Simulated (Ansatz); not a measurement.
Reaction (isomerisation): `C#CCC[SiH3]` → `CC#C[SiH2]C`

Gas-phase electronic energies from Ansatz, PBE0-D4/def2-TZVP geometries. CCSD(T)/CBS adds triple-zeta CCSD(T) − MP2 to the extrapolated MP2 energy (def2 sets, frozen cores). DFT in def2-TZVPP. B3LYP here is the variant with VWN-RPA as its local correlation; programs differ in this. One conformer a species, not always the lowest.

```json
{"level": "B3LYP-D4", "ΔE (kcal/mol)": "-23.8", "difference from CCSD(T)/CBS": "-0.9"}
{"level": "ωB97X-V", "ΔE (kcal/mol)": "-22.6", "difference from CCSD(T)/CBS": "0.3"}
{"level": "B2PLYP", "ΔE (kcal/mol)": "-24.2", "difference from CCSD(T)/CBS": "-1.3"}
{"level": "r2SCAN", "ΔE (kcal/mol)": "-25.2", "difference from CCSD(T)/CBS": "-2.3"}
{"level": "HF/def2-TZVPP", "ΔE (kcal/mol)": "-24.0", "difference from CCSD(T)/CBS": "-1.1"}
{"level": "CCSD/def2-TZVPP", "ΔE (kcal/mol)": "-22.7", "difference from CCSD(T)/CBS": "0.2"}
{"level": "MP2/def2-QZVPP", "ΔE (kcal/mol)": "-23.8", "difference from CCSD(T)/CBS": "-0.9"}
{"level": "SCS-MP2/def2-QZVPP", "ΔE (kcal/mol)": "-23.4", "difference from CCSD(T)/CBS": "-0.5"}
{"level": "HF/CBS(def2)", "ΔE (kcal/mol)": "-24.0", "difference from CCSD(T)/CBS": "-1.1"}
{"level": "MP2/CBS(def2)", "ΔE (kcal/mol)": "-23.9", "difference from CCSD(T)/CBS": "-1.0"}
{"level": "CCSD(T)/CBS", "ΔE (kcal/mol)": "-22.9", "difference from CCSD(T)/CBS": "0"}
```

Largest T1 diagnostic among the species: 0.011.
